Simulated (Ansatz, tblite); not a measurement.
Removing and adding an electron: the cluster GaAs₂ (the lowest doublet isomer of a short search). Charge 0, multiplicity 2. Geometry: r2SCAN-D4/def2-TZVP. Ansatz, gas phase; energy differences of separate SCF runs; the oxidised species is a singlet (the triplet lies 0.47 eV higher at PBE0-D4/def2-TZVP); the reduced species is a singlet (the triplet lies 0.46 eV higher at PBE0-D4/def2-TZVPD).

```xyz
3

Ga   -1.550   -0.559    0.217
As    1.168   -0.676    0.241
As    0.381    1.235   -0.458
```

The xTB rows come from tblite. The structure comes from a short search, and lower isomers may exist.

```tsv
level	−HOMO (eV)	vertical IE (eV)	−LUMO (eV)	vertical EA (eV)	HOMO–LUMO gap (eV)	IE − EA (eV)	remarks
GFN1-xTB	–	11.27	–	–	–	–	–
GFN2-xTB	–	10.16	–	4.26	–	5.90	–
PBE-D4/def2-TZVP	4.79	7.50	4.06	–	0.73	–	–
PBE-D4/def2-TZVPD	4.83	–	4.10	1.65	0.73	–	HOMO above zero (-1 singlet)
r2SCAN-D4/def2-TZVP	5.16	7.74	3.96	–	1.19	–	–
r2SCAN-D4/def2-TZVPD	5.18	–	3.98	1.70	1.20	–	HOMO above zero (-1 singlet)
PBE0-D4/def2-TZVP	5.72	7.64	3.35	–	2.37	–	–
PBE0-D4/def2-TZVPD	5.75	–	3.38	1.69	2.37	–	–
```

   A HOMO above zero means that the electron is unbound at that level or that self-interaction error raises the level; the energy of removing that electron tells which. HOMO and LUMO are the levels of the spin that leaves or enters (xTB has no such levels and no spin-polarisation term). Other spin states of the ions may lie lower, which would lower the ionisation energy or raise the affinity. Raw xTB energy differences between charge states are shifted by several eV; the methods need an empirical correction for them.
